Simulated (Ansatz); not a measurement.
The same atomization along the group O, S, Se.

Calculated with Ansatz (gas phase, PBE0-D4/def2-TZVP geometries, no zero-point term in ΔE). CCSD(T)/CBS adds triple-zeta CCSD(T) − MP2 to the extrapolated MP2 energy (def2 sets, frozen cores). This one scheme is used for every species, atoms too. Functionals use def2-TZVPP. No spin–orbit coupling; open shells (•) take unrestricted orbitals. Spin–orbit coupling would lower the free atoms: a little for B, C, Cl, O, S; clearly for Se. For Se outer-core shells are correlated without core-valence functions, so the limit isn't a true one: a few kJ/mol of doubt a bond, and 10 to 20 or more in all where bonds break to atoms. Scalar relativity is left out up to krypton. Each species was taken in one conformer, which may not be the lowest.

```tsv
reaction	ωB97M-V (eV)	CCSD/CBS(def2) (eV)	LDA (SPW92) (eV)	PBE0-D4 (eV)	CCSD(T)/CBS(def2) (eV)
`COB(Cl)Cl` → B• + C• + 2 Cl• + 3 H• + O•	32.55	31.68	37.46	32.59	32.25
`CSB(Cl)Cl` → B• + C• + 2 Cl• + 3 H• + S•	30.36	29.40	34.77	30.52	29.99
`C[Se]B(Cl)Cl` → B• + C• + 2 Cl• + 3 H• + Se•	29.35	28.65	33.88	29.65	29.25
```

Largest T1 diagnostic: 0.014, for B•.

For atomizations the MP2-based limit and the directly extrapolated one differ by several kJ/mol either way, and by 10 to 25 for some Ge, Se and Sn compounds, so smaller differences from it don't rank the levels.
